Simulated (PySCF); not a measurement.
C6H6FO2 (charge -1).
Numbering: `[CH2:1]=[C:2]([CH3:3])/[C:4]([F:5])=[CH:6]\[C:7](=[O:8])[O-:9]` (hydrogens: H10, H11 on C1; H12, H13, H14 on C3; H15 on C6)

The geometry is computed with GFN2-xTB (gas phase).

Question: List the bond lengths, angles and torsions at this level.

Answer: 
| bond | length (Å) | order |
| --- | --- | --- |
| C1=C2 | 1.334 | double |
| C2–C3 | 1.495 | single |
| C2–C4 | 1.454 | single |
| C4–F5 | 1.402 | single |
| C4=C6 | 1.325 | double |
| C6–C7 | 1.567 | single |
| C7=O8, C7–O9 | 1.234 | double/single |
| C1–H10 | 1.078 | single |
| C1–H11 | 1.077 | single |
| C3–H12, C3–H13, C3–H14 | 1.089 | single |
| C6–H15 | 1.083 | single |

Bonds in one row agree within 0.01 Å and their mean is given. Orders are formal, as drawn. A selection of angles:
| angle | degrees |
| --- | --- |
| C1–C2–C3 | 121.9 |
| C1–C2–C4 | 121.7 |
| C3–C2–C4 | 116.5 |
| C2–C4–F5 | 112.5 |
| C2–C4–C6 | 130.1 |
| F5–C4–C6 | 117.4 |
| C4–C6–C7 | 128.4 |
| C6–C7–O8 | 114.4 |
| O8–C7–O9 | 131.1 |

Dihedral angles: C1–C2–C4–F5 0° (synperiplanar); C2–C4–C6–C7 0° (synperiplanar); C4–C6–C7–O8 91° (anticlinal).

The 5 C–C bonds span 1.325 Å (C4=C6, drawn double) to 1.567 Å (C6–C7, drawn single), a spread of 0.242 Å. C1 (terminal =CH2 carbon) is planar (angles 122.2°, 121.4° and 116.4°, sum 360.0°, 0.00 Å off the plane of its three neighbours). Of the pairs four or more bonds apart, C3···C7 is among the closest relative to their van der Waals radii: 2.92 Å, 86 % of the sum of Bondi's values. C7 (carboxylate carbon) is planar (angles 131.1°, 114.5° and 114.4°, sum 360.0°, 0.01 Å off the plane of its three neighbours). C4 (vinylic C–F carbon) is planar (angles 130.1°, 117.4° and 112.5°, sum 360.0°, 0.00 Å off the plane of its three neighbours). C2 (fully substituted alkene carbon) is planar (angles 121.9°, 121.7° and 116.5°, sum 360.0°, 0.00 Å off the plane of its three neighbours). C6 (alkene CH carbon) is planar (angles 128.4°, 118.2° and 113.4°, sum 360.0°, 0.00 Å off the plane of its three neighbours).

Point group: Cs (every atom within 0.08 Å of its image). No frequency check.

One conformer stands for the species.
